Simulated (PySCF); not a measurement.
F2OS, SMILES FS(=O)F.

Geometry: B3LYP-D3(BJ)/def2-TZVP.

All values below come from PySCF with TDDFT-PBE/def2-SVPD.

Vertical excitations. Gas-phase values at a fixed geometry. State labels are in the subgroup Cs.

Computed UV-visible absorptions:
| state | symmetry | energy (eV) | λ (nm) | f | main pairs |
|---|---|---|---|---|---|
| S1 | A" | 6.38 | 194 | 0.026 | HOMO→LUMO 95 % |
| S2 | A' | 7.31 | 170 | 0.006 | HOMO→LUMO+1 50 %, HOMO−1→LUMO 48 % |
| S3 | A" | 7.87 | 158 | 0.011 | HOMO−2→LUMO 90 % |
| S4 | A' | 8.24 | 150 | 0.080 | HOMO→LUMO+1 35 %, HOMO−1→LUMO 33 %, HOMO−4→LUMO 13 % |
| S5 | A" | 8.25 | 150 | 0.004 | HOMO−1→LUMO+1 94 % |
| S6 | A' | 8.54 | 145 | 0.001 | HOMO−3→LUMO 85 % |
| S7 | A' | 8.67 | 143 | 0.017 | HOMO→LUMO+2 59 %, HOMO→LUMO+3 35 % |
| S8 | A' | 8.72 | 142 | 0.094 | HOMO→LUMO+3 60 %, HOMO→LUMO+2 33 % |
| S9 | A' | 9.13 | 136 | 0.051 | HOMO−2→LUMO+1 65 %, HOMO−4→LUMO 23 % |
| S10 | A' | 9.37 | 132 | 0.036 | HOMO−4→LUMO 50 %, HOMO→LUMO+5 13 %, HOMO−2→LUMO+1 13 % |
| T1 | A" | 5.30 | 234 | 0 | HOMO→LUMO 99 % |
| T2 | A' | 6.34 | 196 | 0 | HOMO→LUMO+1 66 %, HOMO−1→LUMO 32 % |
| T3 | A' | 6.45 | 192 | 0 | HOMO−1→LUMO 66 %, HOMO→LUMO+1 33 % |
| T4 | A" | 7.21 | 172 | 0 | HOMO−2→LUMO 94 % |
Triplets are in the Tamm–Dancoff approximation, which puts them higher than full response would, so one can lie above its singlet here.
